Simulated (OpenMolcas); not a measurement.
Levels of K by method

- Program: OpenMolcas
- Basis: ANO-RCC-VTZP [6s5p2d1f]
- Scalar Hamiltonian: DKH2, point nucleus
- Active space: 1 electron in 4 orbitals (4s 4p)
- State averaging: 2S+1 = 2 even, 1 root; 2S+1 = 2 odd, 3 roots
- Spin-orbit coupling: RASSI with atomic mean-field integrals over the reference wave functions, term energies averaged over their components

Methods on the same reference wave functions:
A. CASSCF
B. SS-CASPT2, IPEA 0.25 Eh, imaginary shift 0.1 Eh (closed shells correlated: 3s 3p)

Energies in cm⁻¹ above 4s ²S_1/2, the measured ground level; measured values from NIST Handbook of Basic Atomic Spectroscopic Data.

| Level | A | B | Measured |
| --- | --- | --- | --- |
| 4s ²S_1/2 | 0.0 | 0.0 | 0.0 |
| 4p ²P°_1/2 | 11499 | 12999 | 12985 |
| 4p ²P°_3/2 | 11536 | 13036 | 13043 |

Deviations, from unrounded energies. A percentage is the sum of absolute deviations over the sum of measured energies, with the sign that they share, or ± where signs differ.

```csv
Against measurement,Levels,A,B
mean absolute deviation (cm-1),2,1500,10
other configurations (%),2,-11.5,±0.1
```

B lies closest to measurement on these levels. The largest miss of B in the table is 4p ²P°_1/2, by +14 cm-1. The ranking rests on the paired levels alone, and a cruder setting can come out closer through cancelling errors.

The lowest spin-free term lies below A's lowest term by 0.222 hartree in B.

ANO sets are built for ground and valence states and can reach diffuse excited orbitals poorly. With one active electron the reference holds no correlation, so core polarisation is missing (holds for A). With one active electron, CASPT2 adds the correlation within the correlated inactive shells and between them and that electron, and leaves the splitting within a term as the reference gives it (holds for B). Measured partners are found by configuration, term and J. A level has none where our copy of the source lacks it or the pairing is in doubt (some pairs that miss far off the trend of their configuration count as doubtful), and it then counts in no deviation. Only configurations of the active space appear.

° marks odd parity.
